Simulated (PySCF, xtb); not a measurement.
AlOBr, SMILES [Al]([Br])=[O].

Harmonic wavenumbers (cm⁻¹) from GFN2-xTB in xtb at its own minimum, in rising order: 207, 207, 397, 1180.

Task: What does PySCF 2.14.0 with r2SCAN-D4/def2-TZVP give at its own minimum? (Estimate from the structure and the level; the computed values follow.)

Result: 163, 163, 374, 1110. Paired by order, the mean absolute difference is 45 cm⁻¹ and the zero-point energies are 2.8 and 2.6 kcal/mol.
